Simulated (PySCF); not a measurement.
## Electron correlation in P⁺ (phosphorus, charge +1)

[Ne] 3s1 3p3, high-spin 5S determinant (an excited configuration). Computed with PySCF 2.14 in aug-cc-pV(T+d)Z with one added diffuse shell each of s, p, d, f type (7s6p5d3f, 71 functions), with no relativity, point nucleus. Frozen: [Ne]; 4 electrons correlated.

```json
{"level": "CCSD", "correlation energy (mhartree)": "-31.96"}
{"level": "(T)", "correlation energy (mhartree)": "-0.44"}
{"level": "CCSD(T)", "correlation energy (mhartree)": "-32.40"}
```

Diagnostics: T1 = 0.0013, D1 = 0.0034, largest double amplitude 0.025.

Question: Is a single reference adequate?

Answer: Yes: T1 lies below 0.03 and no double amplitude reaches 0.07.
